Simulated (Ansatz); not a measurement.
A structure relaxed at r2SCAN-D4/def2-SVP in Ansatz, charge 0, singlet:

```xyz
26

Ge    0.718   -1.520   -2.255
Ge    1.954   -0.050    1.158
Ge   -1.770   -1.812    0.800
Ge   -1.626   -1.536   -1.635
Ge   -0.285   -0.347    2.042
Ge    1.538    0.501   -1.177
N     2.464    1.516    2.047
N    -2.270    0.055   -2.306
N    -0.847    1.414    1.709
N     0.127    1.726   -1.223
H     0.907   -1.489   -3.782
H     1.448   -2.762   -1.705
H     2.715    1.338    3.021
H     3.270    1.970    1.615
H     2.924   -1.244    1.363
H    -3.209   -1.524    1.293
H    -1.452   -3.265    1.222
H    -3.196    0.306   -1.958
H    -1.613    0.817   -2.082
H    -2.437   -2.689   -2.265
H    -1.762    1.638    2.103
H    -0.164    2.067    2.102
H    -0.306   -0.685    3.561
H    -0.331    1.768   -0.298
H     0.458    2.665   -1.448
H     2.744    1.142   -1.901
```

Task: Give its formula.

Result: Ge₆N₄H₁₆, a cluster cut from the lattice of germanium (4 of the caps NH2).

Task: Summarise the bond lengths by kind (pairs closer than 1.2 times the sum of covalent radii, bridged metal pairs left out).

Result: 6 × Ge–Ge 2.42 to 2.45 Å; 4 × Ge–N 1.84 to 1.88 Å; 8 × H–N 1.02 to 1.03 Å; 8 × Ge–H 1.54 to 1.56 Å.
